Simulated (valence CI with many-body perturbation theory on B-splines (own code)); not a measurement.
The numbers below are computed, except where a source is named.
# Re LII: what each term of the Hamiltonian does

Method: relativistic CI+MBPT: six valence electrons over a frozen Dirac-Fock core [Ar], radial functions for each j: 7 s, 7 p, 8 d, 6 f, 4 g, 1 h, with the one-electron correlation potential Σ1 (screened to all orders), the two-electron term Σ2, the three-electron term Σ3, Breit, model QED; selected single and double excitations, second order for the rest, scaled by the run's own slope (own B-spline code, finite nucleus).

No measured spectrum was set against this ion. As an estimate, large intervals hold to a few tenths of a per cent, small ones and those within an open d or f shell to about a per cent. Core correlation moves these levels by up to 16000 cm⁻¹, and in measured spectra 5 to 20 % of such shifts remained as error; rates that hang on mixing are uncertain with them. Among the levels kept, up to 1100 cm⁻¹ of a level comes from second order outside the variational space, and about a tenth of that is noise between levels of different J, which matters for small intervals. The list stops below the first excitations out of the core. Only levels of the ground parity were solved; by the run's estimate the other parity begins above the list, which can be wrong where configurations are misplaced.

Each rung adds one term. CI alone is the Dirac-Coulomb CI over the frozen core; QED comes last and gives the full result, which names the levels. Energies are above (3d3/2^4 3d5/2^2) J=4 on the same rung, in eV.

Levels are named by their leading jj configuration (3d3/2^4 stands for four electrons in 3d with j = 3/2), which in mixed levels can hold well under half, so a name can repeat and another be missing. Letters in brackets count levels of one name in rising energy.

| Level | CI alone | + Σ1 | + Σ2 | + Σ3 | + Breit | Full |
| --- | --- | --- | --- | --- | --- | --- |
| (3d3/2^4 3d5/2^2) J=2 | 7.77 | 7.77 | 7.29 | 7.14 | 7.90 | 7.90 |
| (3d3/2^4 3d5/2^2) J=0 | 25.69 | 25.71 | 24.94 | 24.88 | 26.38 | 26.39 |
| (3d3/2^3 3d5/2^3) J=3 [a] | 67.51 | 67.79 | 68.32 | 68.48 | 67.32 | 67.52 |
| (3d3/2^3 3d5/2^3) J=4 [a] | 69.22 | 69.49 | 70.14 | 70.24 | 68.65 | 68.84 |
| (3d3/2^3 3d5/2^3) J=1 [a] | 72.20 | 72.48 | 72.78 | 72.86 | 72.32 | 72.52 |
| (3d3/2^3 3d5/2^3) J=6 | 79.04 | 79.32 | 80.25 | 80.08 | 76.51 | 76.71 |
| (3d3/2^3 3d5/2^3) J=5 | 78.40 | 78.68 | 79.31 | 79.31 | 76.62 | 76.82 |
| (3d3/2^3 3d5/2^3) J=2 [a] | 84.86 | 85.14 | 85.07 | 84.93 | 83.69 | 83.89 |
| (3d3/2^3 3d5/2^3) J=3 [b] | 86.48 | 86.76 | 86.79 | 86.87 | 85.17 | 85.37 |
| (3d3/2^3 3d5/2^3) J=0 | 95.80 | 96.08 | 95.39 | 95.67 | 94.50 | 94.70 |
| (3d3/2^3 3d5/2^3) J=4 [b] | 100.81 | 101.10 | 101.06 | 100.98 | 99.12 | 99.32 |
| (3d3/2^3 3d5/2^3) J=2 [b] | 101.03 | 101.33 | 100.93 | 101.07 | 100.00 | 100.21 |
| (3d3/2^3 3d5/2^3) J=1 [b] | 100.41 | 100.70 | 100.17 | 100.36 | 100.03 | 100.24 |
| (3d3/2^3 3d5/2^3) J=3 [c] | 102.97 | 103.25 | 102.82 | 102.87 | 101.74 | 101.94 |
| (3d3/2^2 3d5/2^4) J=2 [a] | 141.10 | 141.65 | 142.57 | 142.63 | 140.32 | 140.72 |
| (3d3/2^2 3d5/2^4) J=0 [a] | 143.66 | 144.21 | 145.00 | 145.28 | 143.41 | 143.81 |
| (3d3/2^2 3d5/2^4) J=4 [a] | 148.21 | 148.76 | 149.84 | 149.80 | 146.36 | 146.76 |
| (3d3/2^2 3d5/2^4) J=3 [a] | 151.16 | 151.71 | 152.39 | 152.56 | 149.74 | 150.14 |
| (3d3/2^2 3d5/2^4) J=5 | 153.24 | 153.80 | 154.96 | 154.92 | 150.57 | 150.97 |

How does the ionisation energy move along the ladder, and which term matters most?

CI alone 4731.0, + Σ1 4733.2, + Σ2 4746.3, + Σ3 4746.7, + Breit 4744.6, + QED 4744.6 eV. The largest step is Σ2, 13.1 eV. NIST lists 4745 ± 4 eV (theoretical).
